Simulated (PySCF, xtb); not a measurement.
ClH2Si, SMILES Cl[SiH2], multiplicity 2.

Harmonic wavenumbers (cm⁻¹) from GFN2-xTB (xtb 6.7.1) at its own minimum, in rising order: 502, 509, 566, 723, 2337, 2341.

Task: What does PBE-D3(BJ)/def2-TZVP in PySCF give at its own minimum? (An estimate is asked for; the answer gives what the named calculation found.)

Result: 529, 623, 690, 882, 2111, 2155. Paired by order, the mean absolute difference is 139 cm⁻¹ and the zero-point energies are 10.0 and 10.0 kcal/mol.
